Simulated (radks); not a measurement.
Results of a calculation; reference values are marked as such.
Radial electron density D(r) = 4 pi r^2 rho(r) of an atom or ion with 44 electrons. Code: a radial shooting solver on a logarithmic mesh with Libxc functionals. Model: Dirac Kohn-Sham, BLYP, spin-unpolarised, spherical densities, finite nucleus; Fermi nuclear charge, rms radius of each element as measured or else 0.836 A^(1/3) + 0.57 fm.

r (bohr)  D(r) (e/bohr)
0.002562          10.07
0.002888          12.12
0.003283          14.70
0.003731          17.72
0.00424           21.21
0.004819          25.22
0.005477          29.72
0.006176          34.37
0.007019          39.71
0.007978          45.34
0.009067          51.06
0.01031           56.62
0.01171           61.73
0.01321           65.81
0.01501           69.09
0.01706           70.97
0.01939           71.32
0.02204           70.21
0.02484           68.12
0.02824           65.39
0.03209           63.01
0.03648           61.97
0.04146           63.13
0.04712           66.93
0.05312           72.62
0.06038           79.88
0.06862           86.54
0.07799           90.53
0.08864           90.29
0.1007            85.56
0.1136            78.38
0.1291            70.56
0.1467            65.73
0.1668            65.79
0.1895            70.01
0.2137            74.74
0.2429            76.32
0.2761            71.19
0.3138            59.49
0.3566            44.86
0.4053            32.38
0.457             25.85
0.5194            24.64
0.5903            26.57
0.6709            27.82
0.7625            25.97
0.8667            21.02
0.9771            15.04
1.111             9.082
1.262             4.680
1.435             2.041
1.63             0.7432
1.853            0.2223
2.089           0.05861
2.375           0.01090
2.699          0.001474

What is the nuclear charge?

Answer. Z = 54. The innermost maximum, from 1s, lies near gamma/Z bohr with gamma = sqrt(1 - (Z/c)^2) = 0.919, here 0.017 bohr (found: 0.0188), and its height grows with Z. The density is that of the xenon ion Xe10+ in [Ar] 3d10 4s2 4p(1/2: 1, 3/2: 4) 4d(3/2: 4, 5/2: 5); the configuration itself is not fixed sharply by these data, and Z only to a few units. D(r) has 4 maxima, at r = 0.0188, 0.0825, 0.237, 0.671 bohr, and minima at 0.0365, 0.156, 0.503 bohr, inside which lie 2.02, 11.26, 29.10 electrons.
